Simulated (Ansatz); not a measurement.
Geometry optimisation of GeF₃⁻.

```yaml
crystal:
  periodic: [false, false, false]
  atoms:
    - {symbol: Ge, position_ang: [-0.165103, 0.694977, 0.021222]}
    - {symbol: F, position_ang: [1.558281, 0.123080, 0.069028]}
    - {symbol: F, position_ang: [-0.751643, -0.462839, 1.291930]}
    - {symbol: F, position_ang: [-0.641535, -0.355218, -1.382170]}
basis:
  gaussian: {orbitals: def2-TZVPD}
total_charge: -1
magnetization: {spin_polarized: true, initial_magnetization: 4}
hamiltonian: {xc: r2scan, dispersion: d4}
scf: {lower_state_search: "off"}
output: {orbitals: {seedname: orbitals}}
relax: {f_tol: 0.02, max_steps: 100}
```

```sh
$ ansatz run in.yaml --threads 4 --pin off --events-out ev --progress --plain --max-ram 3916MiB
```

Shortened log:

```
Functional definition: r2SCAN
mean field -64662.55374203 eV, -2376.3050201666 hartree, gradient 9.9e-7 eV, S^2 6.007661; 0 other end points of the search recorded, 0 dependent functions left out
relax step   1: F+E_penalty+E_count = -64662.56937718 eV  Δ(F+E_penalty+E_count) = +0.000e0 eV  max|allowed force component| = 5.450e0 eV/Å  Δτ_max = 0.0000 Å  (28 SCF iters, accepted)
mean field -64663.49437766 eV, -2376.3395878881 hartree, gradient 4.0e-6 eV, S^2 6.008568; 0 other end points of the search recorded, 0 dependent functions left out
relax step   2: F+E_penalty+E_count = -64663.50999610 eV  Δ(F+E_penalty+E_count) = -9.406e-1 eV  max|allowed force component| = 2.710e0 eV/Å  Δτ_max = 0.1948 Å  (34 SCF iters, accepted)
mean field -64663.73023661 eV, -2376.3482555447 hartree, gradient 2.3e-6 eV, S^2 6.009724; 0 other end points of the search recorded, 0 dependent functions left out
relax step   3: F+E_penalty+E_count = -64663.74582865 eV  Δ(F+E_penalty+E_count) = -2.358e-1 eV  max|allowed force component| = 2.327e-1 eV/Å  Δτ_max = 0.1233 Å  (45 SCF iters, accepted)
mean field -64663.73357401 eV, -2376.3483781920 hartree, gradient 2.5e-6 eV, S^2 6.009778; 0 other end points of the search recorded, 0 dependent functions left out
relax step   4: F+E_penalty+E_count = -64663.74916904 eV  Δ(F+E_penalty+E_count) = -3.340e-3 eV  max|allowed force component| = 1.268e-1 eV/Å  Δτ_max = 0.0425 Å  (39 SCF iters, accepted)
mean field -64663.73838676 eV, -2376.3485550571 hartree, gradient 3.0e-6 eV, S^2 6.009807; 0 other end points of the search recorded, 0 dependent functions left out
relax step   5: F+E_penalty+E_count = -64663.75398048 eV  Δ(F+E_penalty+E_count) = -4.811e-3 eV  max|allowed force component| = 9.666e-2 eV/Å  Δτ_max = 0.0215 Å  (39 SCF iters, accepted)
mean field -64663.75995907 eV, -2376.3493478250 hartree, gradient 2.7e-6 eV, S^2 6.009974; 0 other end points of the search recorded, 0 dependent functions left out
relax step   6: F+E_penalty+E_count = -64663.77554819 eV  Δ(F+E_penalty+E_count) = -2.157e-2 eV  max|allowed force component| = 4.282e-1 eV/Å  Δτ_max = 0.0527 Å  (45 SCF iters, accepted)
mean field -64663.85382229 eV, -2376.3527972346 hartree, gradient 2.3e-6 eV, S^2 6.011126; 0 other end points of the search recorded, 0 dependent functions left out
relax step   7: F+E_penalty+E_count = -64663.86939450 eV  Δ(F+E_penalty+E_count) = -9.385e-2 eV  max|allowed force component| = 1.020e0 eV/Å  Δτ_max = 0.1005 Å  (53 SCF iters, accepted)
mean field -64664.03631105 eV, -2376.3595035731 hartree, gradient 2.0e-6 eV, S^2 6.011182; 0 other end points of the search recorded, 0 dependent functions left out
relax step   8: F+E_penalty+E_count = -64664.05190667 eV  Δ(F+E_penalty+E_count) = -1.825e-1 eV  max|allowed force component| = 1.121e0 eV/Å  Δτ_max = 0.0730 Å  (49 SCF iters, accepted)
mean field -64664.36125798 eV, -2376.3714451524 hartree, gradient 2.1e-6 eV, S^2 6.009734; 0 other end points of the search recorded, 0 dependent functions left out
relax step   9: F+E_penalty+E_count = -64664.37691738 eV  Δ(F+E_penalty+E_count) = -3.250e-1 eV  max|allowed force component| = 9.327e-1 eV/Å  Δτ_max = 0.1951 Å  (31 SCF iters, accepted)
mean field -64664.42864993 eV, -2376.3739217610 hartree, gradient 2.7e-6 eV, S^2 6.010077; 0 other end points of the search recorded, 0 dependent functions left out
relax step  10: F+E_penalty+E_count = -64664.44429793 eV  Δ(F+E_penalty+E_count) = -6.738e-2 eV  max|allowed force component| = 1.938e-1 eV/Å  Δτ_max = 0.1071 Å  (29 SCF iters, accepted)
mean field -64664.43889425 eV, -2376.3742982327 hartree, gradient 6.5e-6 eV, S^2 6.010128; 0 other end points of the search recorded, 0 dependent functions left out
relax step  11: F+E_penalty+E_count = -64664.45466042 eV  Δ(F+E_penalty+E_count) = -1.036e-2 eV  max|allowed force component| = 1.303e-1 eV/Å  Δτ_max = 0.0348 Å  (26 SCF iters, accepted)
mean field -64664.44330500 eV, -2376.3744603250 hartree, gradient 6.9e-6 eV, S^2 6.010213; 0 other end points of the search recorded, 0 dependent functions left out
relax step  12: F+E_penalty+E_count = -64664.45926306 eV  Δ(F+E_penalty+E_count) = -4.603e-3 eV  max|allowed force component| = 3.416e-2 eV/Å  Δτ_max = 0.0299 Å  (26 SCF iters, accepted)
mean field -64664.44341930 eV, -2376.3744645251 hartree, gradient 2.4e-6 eV, S^2 6.010248; 0 other end points of the search recorded, 0 dependent functions left out
relax step  13: F+E_penalty+E_count = -64664.45940191 eV  Δ(F+E_penalty+E_count) = -1.388e-4 eV  max|allowed force component| = 1.056e-2 eV/Å  Δτ_max = 0.0050 Å  (30 SCF iters, accepted)
mean field -64664.44353215 eV, -2376.3744686726 hartree, gradient 2.3e-6 eV, S^2 6.010253; 0 other end points of the search recorded, 0 dependent functions left out
relax step  14: F+E_penalty+E_count = -64664.45951689 eV  Δ(F+E_penalty+E_count) = -1.150e-4 eV  max|allowed force component| = 2.074e-2 eV/Å  Δτ_max = 0.0051 Å  (29 SCF iters, accepted)
mean field -64664.44173964 eV, -2376.3744027989 hartree, gradient 6.9e-6 eV, S^2 6.010353; 0 other end points of the search recorded, 0 dependent functions left out
relax step  15: F+E_penalty+E_count = -64664.45765853 eV  Δ(F+E_penalty+E_count) = +1.858e-3 eV  max|allowed force component| = 3.595e-1 eV/Å  Δτ_max = 0.1951 Å  (32 SCF iters, rejected (line search))
mean field -64664.44830718 eV, -2376.3746441515 hartree, gradient 2.7e-6 eV, S^2 6.010308; 0 other end points of the search recorded, 0 dependent functions left out
relax step  16: F+E_penalty+E_count = -64664.46431904 eV  Δ(F+E_penalty+E_count) = -4.802e-3 eV  max|allowed force component| = 1.448e-1 eV/Å  Δτ_max = 0.0689 Å  (30 SCF iters, accepted)
mean field -64664.46363512 eV, -2376.3752074429 hartree, gradient 2.0e-6 eV, S^2 6.010332; 0 other end points of the search recorded, 0 dependent functions left out
relax step  17: F+E_penalty+E_count = -64664.47960158 eV  Δ(F+E_penalty+E_count) = -1.528e-2 eV  max|allowed force component| = 2.603e-1 eV/Å  Δτ_max = 0.1000 Å  (32 SCF iters, accepted)
mean field -64664.47871401 eV, -2376.3757615819 hartree, gradient 5.4e-6 eV, S^2 6.010088; 0 other end points of the search recorded, 0 dependent functions left out
relax step  18: F+E_penalty+E_count = -64664.49453636 eV  Δ(F+E_penalty+E_count) = -1.493e-2 eV  max|allowed force component| = 3.357e-1 eV/Å  Δτ_max = 0.1460 Å  (34 SCF iters, accepted)
mean field -64664.50855667 eV, -2376.3768582795 hartree, gradient 2.3e-6 eV, S^2 6.009830; 0 other end points of the search recorded, 0 dependent functions left out
relax step  19: F+E_penalty+E_count = -64664.52438675 eV  Δ(F+E_penalty+E_count) = -2.985e-2 eV  max|allowed force component| = 2.204e-1 eV/Å  Δτ_max = 0.0620 Å  (31 SCF iters, accepted)
mean field -64664.53077368 eV, -2376.3776747394 hartree, gradient 2.3e-6 eV, S^2 6.009424; 0 other end points of the search recorded, 0 dependent functions left out
[...]
mean field -64664.55048988 eV, -2376.3783992966 hartree, gradient 2.5e-6 eV, S^2 6.009829; 0 other end points of the search recorded, 0 dependent functions left out
relax step  26: F+E_penalty+E_count = -64664.56574382 eV  Δ(F+E_penalty+E_count) = -7.566e-4 eV  max|allowed force component| = 1.423e-1 eV/Å  Δτ_max = 0.1260 Å  (33 SCF iters, accepted)
mean field -64664.55212101 eV, -2376.3784592394 hartree, gradient 5.8e-6 eV, S^2 6.009779; 0 other end points of the search recorded, 0 dependent functions left out
relax step  27: F+E_penalty+E_count = -64664.56731666 eV  Δ(F+E_penalty+E_count) = -1.573e-3 eV  max|allowed force component| = 8.050e-2 eV/Å  Δτ_max = 0.0515 Å  (27 SCF iters, accepted)
mean field -64664.55469310 eV, -2376.3785537619 hartree, gradient 2.8e-6 eV, S^2 6.009764; 0 other end points of the search recorded, 0 dependent functions left out
relax step  28: F+E_penalty+E_count = -64664.56974776 eV  Δ(F+E_penalty+E_count) = -2.431e-3 eV  max|allowed force component| = 8.718e-2 eV/Å  Δτ_max = 0.1023 Å  (32 SCF iters, accepted)
mean field -64664.55192806 eV, -2376.3784521488 hartree, gradient 2.3e-6 eV, S^2 6.009887; 0 other end points of the search recorded, 0 dependent functions left out
relax step  29: F+E_penalty+E_count = -64664.56677285 eV  Δ(F+E_penalty+E_count) = +2.975e-3 eV  max|allowed force component| = 3.868e-1 eV/Å  Δτ_max = 0.1952 Å  (37 SCF iters, rejected (line search))
mean field -64664.55695779 eV, -2376.3786369879 hartree, gradient 1.9e-6 eV, S^2 6.009744; 0 other end points of the search recorded, 0 dependent functions left out
relax step  30: F+E_penalty+E_count = -64664.57196293 eV  Δ(F+E_penalty+E_count) = -2.215e-3 eV  max|allowed force component| = 1.604e-1 eV/Å  Δτ_max = 0.0868 Å  (34 SCF iters, accepted)
mean field -64664.56520329 eV, -2376.3789400042 hartree, gradient 1.7e-6 eV, S^2 6.009665; 0 other end points of the search recorded, 0 dependent functions left out
relax step  31: F+E_penalty+E_count = -64664.58009478 eV  Δ(F+E_penalty+E_count) = -8.132e-3 eV  max|allowed force component| = 7.788e-2 eV/Å  Δτ_max = 0.0999 Å  (33 SCF iters, accepted)
mean field -64664.57283873 eV, -2376.3792206017 hartree, gradient 3.1e-6 eV, S^2 6.009675; 0 other end points of the search recorded, 0 dependent functions left out
relax step  32: F+E_penalty+E_count = -64664.58759256 eV  Δ(F+E_penalty+E_count) = -7.498e-3 eV  max|allowed force component| = 1.703e-1 eV/Å  Δτ_max = 0.1483 Å  (34 SCF iters, accepted)
mean field -64664.57487197 eV, -2376.3792953218 hartree, gradient 2.2e-6 eV, S^2 6.009722; 0 other end points of the search recorded, 0 dependent functions left out
relax step  33: F+E_penalty+E_count = -64664.58956666 eV  Δ(F+E_penalty+E_count) = -1.974e-3 eV  max|allowed force component| = 2.716e-1 eV/Å  Δτ_max = 0.1185 Å  (32 SCF iters, accepted)
mean field -64664.58234760 eV, -2376.3795700463 hartree, gradient 9.9e-6 eV, S^2 6.009580; 0 other end points of the search recorded, 0 dependent functions left out
relax step  34: F+E_penalty+E_count = -64664.59704802 eV  Δ(F+E_penalty+E_count) = -7.481e-3 eV  max|allowed force component| = 1.257e-1 eV/Å  Δτ_max = 0.1997 Å  (32 SCF iters, accepted)
mean field -64664.58402051 eV, -2376.3796315246 hartree, gradient 4.2e-6 eV, S^2 6.009601; 0 other end points of the search recorded, 0 dependent functions left out
relax step  35: F+E_penalty+E_count = -64664.59869857 eV  Δ(F+E_penalty+E_count) = -1.651e-3 eV  max|allowed force component| = 2.851e-2 eV/Å  Δτ_max = 0.0238 Å  (28 SCF iters, accepted)
mean field -64664.58410800 eV, -2376.3796347398 hartree, gradient 2.7e-6 eV, S^2 6.009664; 0 other end points of the search recorded, 0 dependent functions left out
relax step  36: F+E_penalty+E_count = -64664.59878376 eV  Δ(F+E_penalty+E_count) = -8.518e-5 eV  max|allowed force component| = 1.291e-2 eV/Å  Δτ_max = 0.0059 Å  (29 SCF iters, accepted)
mean field -64664.58236436 eV, -2376.3795706621 hartree, gradient 3.0e-6 eV, S^2 6.009708; 0 other end points of the search recorded, 0 dependent functions left out
relax step  37: F+E_penalty+E_count = -64664.59705894 eV  Δ(F+E_penalty+E_count) = +1.725e-3 eV  max|allowed force component| = 8.396e-2 eV/Å  Δτ_max = 0.1134 Å  (33 SCF iters, rejected (line search))
mean field -64664.58415084 eV, -2376.3796363139 hartree, gradient 2.3e-6 eV, S^2 6.009665; 0 other end points of the search recorded, 0 dependent functions left out
relax step  38: F+E_penalty+E_count = -64664.59883792 eV  Δ(F+E_penalty+E_count) = -5.416e-5 eV  max|allowed force component| = 3.232e-3 eV/Å  Δτ_max = 0.0179 Å  (28 SCF iters, accepted)
Total energy: -64664.59886218 eV, -2376.3801769459 hartree
Atom 0 at    -0.592968     1.035969     0.502927 Å, force     0.000024    -0.001862     0.002924 eV/Å
Atom 1 at     0.358057    -0.606629    -0.271441 Å, force    -0.000671    -0.001175    -0.001952 eV/Å
Atom 2 at    -0.333111     0.097724     2.022227 Å, force     0.000279     0.002378    -0.003232 eV/Å
Atom 3 at     0.568021    -0.527064    -2.253703 Å, force     0.000368     0.000659     0.002261 eV/Å
Dipole moment:    -0.086823     0.144980     0.111921 e Å
Checks for a lower state left out: stability, starts, cluster_reference, orbital_swaps, neighbouring_geometries, increment
```

Hardware: 4 threads of Intel Xeon on a shared host. Wall time 2.8 min.

The highest occupied level of the charge -1 quintet lies above zero (up to 1.71 eV). The electron is either unbound and held by the finite basis, or the level is raised by self-interaction error. In the quintet geometry the species has come apart into loosely held pieces. At r2SCAN-D4/def2-TZVPD a singlet of charge -1 lies 10.09 eV below the quintet, each at its own geometry. The structure comes from a short search, and lower isomers may exist.
